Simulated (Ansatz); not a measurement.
`C[O][Bi]([Cl])[Cl]` + CH₄ → `[CH3][Bi]([Cl])[Cl]` + CH₃OH at 600 K and 1 bar (formal exchange of groups at a Bi–O bond).

Computed with Ansatz on PBE0-D4/def2-TZVP structures; ΔE is electronic, products minus reactants. CBS: MP2 limit from def2 TZ/QZ plus the TZ coupled-cluster correction, frozen cores. This one scheme is used for every species. def2 core potentials past Kr. For Bi outer-core shells are correlated without core-valence functions, which leaves a few kJ/mol of doubt a bond. Each species was taken in one conformer, which may not be the lowest.

| species | CCSD(T)/CBS energy (Eh) | H − E (kJ/mol) | S (J/(mol·K)) |
| --- | --- | --- | --- |
| `C[O][Bi]([Cl])[Cl]` | -1248.84930 | 173.1 | 475.0 |
| CH₄ | -40.46206 | 140.4 | 215.7 |
| `[CH3][Bi]([Cl])[Cl]` | -1173.67319 | 151.3 | 439.4 |
| CH₃OH | -115.61712 | 163.6 | 277.3 |

H − E and S are ideal-gas, rigid-rotor, harmonic terms from PBE0-D4/def2-TZVP, for one conformer and one mirror image of each species. 1 Eh = 2625.50 kJ/mol, R = 8.31446 J/(mol·K).

Problem. By hand: ΔE, ΔH, ΔS and ΔG.

Solution. ΔE = (-1173.67319) + (-115.61712) − (-1248.84930) − (-40.46206) = 0.02105 Eh = 55.3 kJ/mol. Δ(H − E) = 151.3 + 163.6 − 173.1 − 140.4 = 1.4, so ΔH = 56.7 kJ/mol. ΔS = 439.4 + 277.3 − 475.0 − 215.7 = 26.0 J/(mol·K). ΔG = 56.7 − 600 × (26.0)/1000 = 41.1 kJ/mol.

Problem. By hand: the equilibrium constant, and the temperature at which ΔG would vanish if ΔH and ΔS stayed fixed.

Solution. log₁₀ K = −ΔG/(RT ln 10) = -3.6. ΔG = 0 at ΔH/ΔS = 2181 K.

ΔH outweighs TΔS. A doubt of 5 kJ/mol in ΔE shifts log₁₀ K by 0.4 here. Other conformers and mirror images would add mixing entropy, several J/(mol·K) or more a flexible species. These are equilibria of isolated gas molecules and say nothing of rates. Largest T1 diagnostic: 0.014 (customary marks: 0.02 for closed shells, 0.045 for open ones).
